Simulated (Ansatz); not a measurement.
Geometry optimisation, RKS B3LYP-D4/def2-SVP in Ansatz.

The input (input.yaml):

```yaml
crystal:
  periodic: [false, false, false]
  atoms:
    - { symbol: Ga, position_ang: [-1.607358, -0.400425, -0.722098] }
    - { symbol: Cl, position_ang: [-0.208728, -1.981934, -0.002665] }
    - { symbol: H, position_ang: [-1.574092, -0.169215, -2.260081] }
    - { symbol: H, position_ang: [-2.489593, 0.190011, 0.415787] }
    - { symbol: H, position_ang: [1.226299, 1.455529, 0.266097] }
    - { symbol: F, position_ang: [0.543127, 1.753956, -0.263164] }
    - { symbol: H, position_ang: [1.817314, -0.796179, 1.164719] }
    - { symbol: F, position_ang: [2.293032, -0.051843, 1.401405] }
basis:
  gaussian: { orbitals: def2-SVP }
hamiltonian:
  xc: b3lyp
  dispersion: d4
relax:
  f_tol: 0.03
  max_steps: 50
```

Launched with:

```bash
$ ansatz run input.yaml --threads 2 --pin off --max-ram 3072MiB --backend cpu --events-out ev --progress --plain --runs-dir out
```

**Question.** Where does it end, and by what steps?

**Answer.** The forces met the threshold. After 9 steps the energy has fallen by 0.813 eV; F8 moved furthest, 0.57 Å. Joined: Ga1–F6 (3.08 → 2.09 Å).

```json
{"step": "0", "energy less start (eV)": "0.0000", "largest force component (eV/Å)": "1.080", "accepted": "yes"}
{"step": "1", "energy less start (eV)": "-0.2828", "largest force component (eV/Å)": "0.528", "accepted": "yes"}
{"step": "2", "energy less start (eV)": "-0.5695", "largest force component (eV/Å)": "0.519", "accepted": "yes"}
{"step": "3", "energy less start (eV)": "-0.7520", "largest force component (eV/Å)": "0.548", "accepted": "yes"}
{"step": "4", "energy less start (eV)": "-0.8019", "largest force component (eV/Å)": "0.270", "accepted": "yes"}
{"step": "5", "energy less start (eV)": "-0.8083", "largest force component (eV/Å)": "0.189", "accepted": "yes"}
{"step": "6", "energy less start (eV)": "-0.8096", "largest force component (eV/Å)": "0.227", "accepted": "yes"}
{"step": "7", "energy less start (eV)": "-0.8123", "largest force component (eV/Å)": "0.057", "accepted": "yes"}
{"step": "8", "energy less start (eV)": "-0.8117", "largest force component (eV/Å)": "0.096", "accepted": "no"}
{"step": "9", "energy less start (eV)": "-0.8126", "largest force component (eV/Å)": "0.015", "accepted": "yes"}
```

```xyz
8
Properties=species:S:1:pos:R:3
Ga -1.208 -0.108 -0.581
Cl 0.089 -1.858 0.129
H -1.272 -0.084 -2.135
H -2.201 0.302 0.547
H 1.018 0.969 0.312
F 0.290 1.321 -0.263
H 1.421 -0.694 0.897
F 1.864 0.152 1.094
```

Whether the end is a true minimum wasn't checked by a vibrational analysis.

Run time: 19 s on 2 threads of AMD EPYC 9R14 (Zen 4), on a shared host, peak memory 0.23 GiB.
